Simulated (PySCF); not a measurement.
C6H15P.
Geometry (PBE0-D3(BJ)/def2-SVP, Å), atoms numbered from 1 in this order:
```xyz
22
C6H15P angstrom
C     -1.6431   -2.2593    0.4136
C     -0.3136   -1.5323    0.5534
P     -0.1624   -0.0466   -0.5575
C      1.5163    0.5575   -0.0282
C      2.6630   -0.2564   -0.6109
C     -1.2272    1.1510    0.3890
C     -1.2939    2.5317   -0.2478
H     -2.4898   -1.6294    0.7289
H     -1.8261   -2.5571   -0.6305
H     -1.6678   -3.1696    1.0324
H     -0.1357   -1.2300    1.6014
H      0.5113   -2.2104    0.2778
H      1.5921    1.6031   -0.3705
H      1.5687    0.5821    1.0753
H      2.6078   -0.2915   -1.7100
H      2.6537   -1.2960   -0.2479
H      3.6385    0.1745   -0.3361
H     -2.2369    0.7088    0.4254
H     -0.8735    1.2141    1.4340
H     -0.3097    3.0255   -0.2591
H     -1.9817    3.1929    0.3020
H     -1.6434    2.4730   -1.2905
```

The calculation used PBE0-D3(BJ)/def2-SVP geometry optimisation, gas phase (PySCF 2.14.0).

Masses are those of the commonest isotopes; rigid-rotor values at the optimised geometry. The values belong to one conformer with, in the numbering `[CH3:1][CH2:2][P:3]([CH2:4][CH3:5])[CH2:6][CH3:7]`, C1–C2–P3–C4 178°, C2–P3–C4–C5 77°, C2–P3–C6–C7 178°.

Problem. What are A, B and C (MHz)?

Solution. Ia = 272.94, Ib = 273.66, Ic = 497.40 u·Å²; 505379 MHz·u·Å²/I gives A = 1852, B = 1847, C = 1016 MHz.

Problem. What kind of rotor is it?

Solution. An oblate symmetric top, as the point group C3 requires two equal moments; the computed ones differ by 0.26 % because the geometry is symmetric only within the optimiser's tolerance; Ray's κ = 0.988.

Problem. What does the inertial defect say?

Solution. Not planar: Δ = Ic − Ia − Ib = -49.19 u·Å². For a rigid frame Δ = −2 Σ m c², so Σ m c² = 24.60 u·Å² lies off the ab plane: 11.46 from hydrogen and 13.14 from heavier atoms. The atom farthest from that plane is 1.49 Å away.

Problem. Where do the R-branch lines fall?

Solution. The dipole of 1.23 D lies along the symmetry axis, so ΔK = 0 and J+1 ← J falls at 2B(J+1) for every K: 3.70 GHz, 7.40 GHz, 11.10 GHz, 14.79 GHz, 18.49 GHz for J = 0 to 4.

No frequency check. Zero-point vibration and centrifugal distortion are left out.
